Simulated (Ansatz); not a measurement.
Reactions of `[SiH3]B[CH2][InH2]`.

Isolated molecules relaxed with PBE0-D4/def2-TZVP in Ansatz; ΔE leaves out vibrations. CCSD(T)/CBS is the MP2 limit (def2-TZVPP, def2-QZVPP) plus CCSD(T) − MP2 in def2-TZVPP, frozen cores. This one scheme is used for every species. def2 core potentials past Kr. For I, In outer-core shells are correlated without core-valence functions, which leaves a few kJ/mol of doubt a bond. One conformer a species, not always the lowest.

| reaction | HF/CBS(def2) (eV) | CCSD(T)/CBS(def2) (eV) |
| --- | --- | --- |
| `[SiH3]B[CH2][InH2]` + `OBF` → `FB[O][InH2]` + `CB[SiH3]` | -0.68 | -0.13 |
| `[SiH3]B[CH2][InH2]` + CH₃OH → `C[O][InH2]` + `CB[SiH3]` | -0.39 | 0.16 |
| `[SiH3]B[CH2][InH2]` + HI → `[InH2][I]` + `CB[SiH3]` | -1.89 | -1.11 |
| `[SiH3]B[CH2][InH2]` + `C[SiH2]O` → `C[SiH2]OB[SiH3]` + `[CH3][InH2]` | -1.23 | -0.58 |
| `[SiH3]B[CH2][InH2]` + H₂O → `OCB[SiH3]` + `[InH3]` | 0.86 | 1.72 |
| `[SiH3]B[CH2][InH2]` + H–F → `FB[SiH3]` + `[CH3][InH2]` | -1.34 | -0.52 |

Largest T1 diagnostic: 0.017, for `C[O][InH2]`.
